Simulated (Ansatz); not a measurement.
Nb(O)(Cl)2(Me) (CH3Cl2NbO), SMILES [CH3][Nb](=[O])([Cl])[Cl], multiplicity 1.

Geometry: PBE0-D3(BJ)/def2-SVP. The multiplicity is an assumed one; no other spin state was optimised. The structure was generated by enumeration; whether it is a known compound was not checked. The def2 effective core potentials stand for the cores of Nb; spin–orbit coupling is left out.

Two levels are set side by side: PBE/def2-SVPD (Ansatz, a quantum-chemistry and plane-wave program) and CAM-B3LYP/def2-SVPD (Ansatz). Energy differences of separate SCF runs at the same geometry; the states with an electron removed or added have multiplicity 2 and 2. Differences are taken from unrounded values.

```csv
quantity,CAM-B3LYP
vertical ionisation energy (eV),11.22
vertical electron affinity (eV),1.55
vertical singlet–triplet gap (eV),3.80
```

Problem. What does PBE give, and how far is it from CAM-B3LYP? (The exact figures need the calculation; the answer reports its results.)

Solution. 
```tsv
quantity	PBE	PBE minus CAM-B3LYP
vertical ionisation energy (eV)	10.61	-0.62
vertical electron affinity (eV)	1.09	-0.46
vertical singlet–triplet gap (eV)	3.87	0.07
```
